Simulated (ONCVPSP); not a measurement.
**Cutoff test, H, ONCV**

```
Element                 : H
Generator               : ONCVPSP 4.0.1
Type                    : optimised norm-conserving Vanderbilt (ONCV)
Functional              : LDA (Perdew-Wang 92)
Relativity              : scalar-relativistic
Frozen core             : none
Valence charge          : 1
Reference configuration : 1s1
Partial waves           : 1s: rc 1.00 bohr, ncon 4, nbas 8, qcut 6.2 1/bohr, 2 projectors, debl 0.6 Ha; p scattering state at 0.25 Ha: rc 0.80 bohr, ncon 4, nbas 7, qcut 10.5 1/bohr, 2 projectors, debl 1.6 Ha
Local potential         : polynomial inside 0.55 bohr (lpopt 4, dvloc0 3 Ha)
Core correction         : none
```

Question: For each optimised wave give the share of its norm inside rc, the residual kinetic energy above qcut (Ha) and the cutoffs (Ha) for errors of 10, 1, 0.1 and 0.01 mHa per electron.

Answer:

```json
{"wave": "1s", "norm inside rc": "0.282", "residual KE": "4.3e-04", "10 mHa": "8.0", "1 mHa": "16.0", "0.1 mHa": "49.1", "0.01 mHa": "162.4"}
{"wave": "s projector 2", "norm inside rc": "0.125", "residual KE": "2.8e-04", "10 mHa": "6.8", "1 mHa": "14.7", "0.1 mHa": "23.1", "0.01 mHa": "121.2"}
{"wave": "p projector 1", "norm inside rc": "0.005", "residual KE": "7.8e-08", "10 mHa": "1.3", "1 mHa": "3.5", "0.1 mHa": "9.2", "0.01 mHa": "21.0"}
{"wave": "p projector 2", "norm inside rc": "0.036", "residual KE": "8.2e-07", "10 mHa": "4.9", "1 mHa": "9.9", "0.1 mHa": "21.8", "0.01 mHa": "38.1"}
```

The occupied waves need 16 Ha and 49 Ha for 1 and 0.1 mHa. Rows with under 1 % of the norm inside rc give no meaningful cutoff.
